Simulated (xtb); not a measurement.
Input file for xtb: GFN2-xTB on BH5O2Si (SMILES OB(O)[SiH3]), a point of a torsion scan.

```
$ xtb mol.xyz --gfn 2 --sp --chrg 0 --uhf 0
9

O     -1.46545836    -1.09447146    -0.14043202
B     -0.69551400    -0.01092890     0.09156223
O     -1.36192719     1.13289562     0.43161641
Si     1.26231648    -0.19926349    -0.08532492
H     -2.41010790    -0.95102108    -0.04253441
H     -0.84654286     1.91834206     0.60268372
H      1.82690802     0.69961623    -1.10960924
H      1.73130799    -1.54452705    -0.42113803
H      1.98071477     0.19154915     1.14270054
```

The head of its log:

```
[...]
           -------------------------------------------------
          |                Calculation Setup                |
           -------------------------------------------------



           -------------------------------------------------
          |                 G F N 2 - x T B                 |
           -------------------------------------------------

        Reference                      10.1021/acs.jctc.8b01176
      * Hamiltonian:
        H0-scaling (s, p, d)           1.850000    2.230000    2.230000
        zeta-weighting                 0.500000
      * Dispersion:
        s8                             2.700000
        a1                             0.520000
        a2                             5.000000
        s9                             5.000000
      * Repulsion:
        kExp                           1.500000    1.000000
        rExp                           1.000000
      * Coulomb:
        alpha                          2.000000
        third order                    shell-resolved
        anisotropic                    true
        a3                             3.000000
        a5                             4.000000
        cn-shift                       1.200000
        cn-exp                         4.000000
        max-rad                        5.000000


          ...................................................
          :                      SETUP                      :
          :.................................................:
          :  # basis functions                  27          :
          :  # atomic orbitals                  26          :
          :  # shells                           14          :
          :  # electrons                        24          :
          :  max. iterations                   250          :
          :  Hamiltonian                  GFN2-xTB          :
          :  restarted?                      false          :
          :  GBSA solvation                  false          :
          :  PC potential                    false          :
          :  electronic temp.          300.0000000     K    :
          :  accuracy                    1.0000000          :
          :  -> integral cutoff          0.2500000E+02      :
          :  -> integral neglect         0.1000000E-07      :
          :  -> SCF convergence          0.1000000E-05 Eh   :
          :  -> wf. convergence          0.1000000E-03 e    :
          :  Broyden damping             0.4000000          :
          :  net charge                          0          :
          :  unpaired electrons                  0          :
          ...................................................

 iter      E             dE          RMSdq      gap      omega  full diag
   1    -13.6531112 -0.136531E+02  0.766E+00    4.35       0.0  T
   2    -13.7871697 -0.134058E+00  0.552E+00    4.20       1.0  T
```

### Question
Predict the final total energy.

### Answer
-13.7134 hartree.
